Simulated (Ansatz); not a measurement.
Born–Oppenheimer molecular dynamics of F$_{3}$HOTi (6 atoms, charge 0, multiplicity 1). It goes on from the last frame of an earlier run, with new velocities.

These are results of RHF/def2-SVP in Ansatz, not measurements.

- ensemble: NVT, Nosé–Hoover chain
- time step: 0.5 fs
- steps asked: 150
- set temperature: 700 K
- thermostat: time constant 300 fs, chain length 5
- seed: 595413

First frame:

```xyz
6
Properties=species:S:1:pos:R:3
Ti 0.142 0.036 -0.032
O 0.100 -0.130 1.680
H 0.191 -0.570 2.506
F 1.795 -0.030 -0.530
F -0.599 1.497 -0.608
F -0.595 -1.436 -0.725
```

Q: How far do the bonds stretch over the last three quarters of this one trajectory? (Pairs bonded in most of those frames.)

A: 
| bond | mean (Å) | spread (Å) | shortest | longest |
| --- | --- | --- | --- | --- |
| Ti1–O2 | 1.752 | 0.023 | 1.71 | 1.79 |
| Ti1–F4 | 1.717 | 0.039 | 1.67 | 1.78 |
| Ti1–F5 | 1.734 | 0.014 | 1.71 | 1.75 |
| Ti1–F6 | 1.728 | 0.050 | 1.66 | 1.81 |
| O2–H3 | 0.951 | 0.028 | 0.91 | 0.99 |

Mean temperature of the second half: 507 K. The conserved energy stayed within 0.35 meV per atom of its start (net change 0.0032 meV per atom), so the integration is sound. The mean temperature of the second half is 28 % below the set value. A run of 0.075 ps of so small a system gives no equilibrium averages.

Run time: 5.4 min on 1 thread of Arm Neoverse V2, with other jobs on the host, peak memory 0.18 GiB.
